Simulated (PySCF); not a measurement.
Spectrum to structure. Method used: TDDFT PBE0/def2-SVPD, vertical, gas phase, core orbitals frozen in the response in PySCF 2.14.0, density-fitted response routines. Geometries: GFN2-xTB, one conformer each.

| state | E (eV) | f |
| --- | --- | --- |
| S1 | 4.67 | 0.0001 |
| S2 | 4.91 | 0.010 |
| S3 | 4.95 | 0.0003 |
| S4 | 6.21 | 0.0033 |
| S5 | 6.43 | 0.0001 |
| S6 | 6.95 | 0.507 |

Triplets computed (Tamm–Dancoff): 3.78, 4.16 eV.

Question: Which candidate is it?
A. `[SiH3]CC[SiH2]C(Cl)Cl`
B. `C1CN[SiH2]C1`
C. `FC1=C[SiH2]C=C1`
D. `C#CC#CC[SiH3]`

Answer: D. Its S1 lies at 4.67 eV; the nearest of the others has S1 at 4.42 eV. S1 is HOMO→LUMO+1 (83%), HOMO-1→LUMO (13%). Löwdin shares by element: HOMO carbon 82% or more (atoms not listed hold the other 18%); LUMO (one of a set within 0.03 eV) carbon 75% or more (atoms not listed hold the other 25%). At the same level the other candidates give, for their lowest levels:
- `C1CN[SiH2]C1`: 5.72 eV (f 0.005); 6.00 eV (f 0.010); 6.86 eV (f 0.003); 7.03 eV (f 0.001); 7.20 eV (f 0.000); T1 5.46 eV; HOMO -6.52, LUMO 0.58 eV
- `FC1=C[SiH2]C=C1`: 4.42 eV (f 0.051); 5.84 eV (f 0.000); 6.04 eV (f 0.008); 6.41 eV (f 0.001); 6.50 eV (f 0.062); T1 2.69 eV; HOMO -6.93, LUMO -1.65 eV
- `[SiH3]CC[SiH2]C(Cl)Cl`: 6.21 eV (f 0.031); 6.79 eV (f 0.009); 6.86 eV (f 0.010); 7.01 eV (f 0.025); 7.12 eV (f 0.028); T1 5.66 eV; HOMO -7.87, LUMO -0.32 eV
